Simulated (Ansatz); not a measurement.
Z-matrix (Å, degrees):
```
Si
C 1 2.032
B 1 1.876 2 44.3
F 1 1.596 2 126.9 3 -102.5
H 1 1.477 2 102.5 3 136.6
H 2 1.101 1 79.6 3 -140.9
H 2 1.089 1 147.7 3 110.0
Si 3 1.986 1 139.0 2 -137.9
H 8 1.490 3 112.7 1 131.1
H 8 1.489 3 111.2 1 9.4
H 8 1.490 3 109.1 1 -109.1
```

The species carries charge 0 and has multiplicity 1.

Task: List the PBE/def2-TZVPP orbital energies in eV (the Gaussian-basis code of Ansatz). (Best estimate.)

Result: The calculation gave: Occupied: -1781.05, -1779.16, -660.30, -269.52, -176.97, -138.67, -136.95, -95.49, -95.41, -95.30, -93.68, -93.67, -93.66, -29.98, -18.35, -13.74, -13.32, -12.10, -11.63, -10.86, -10.75, -9.50, -8.36, -8.35, -7.85, -7.32, -6.17. Lowest empty: -2.50, -1.21, -0.63, -0.06, 0.32, 0.64, 0.96, 1.29.
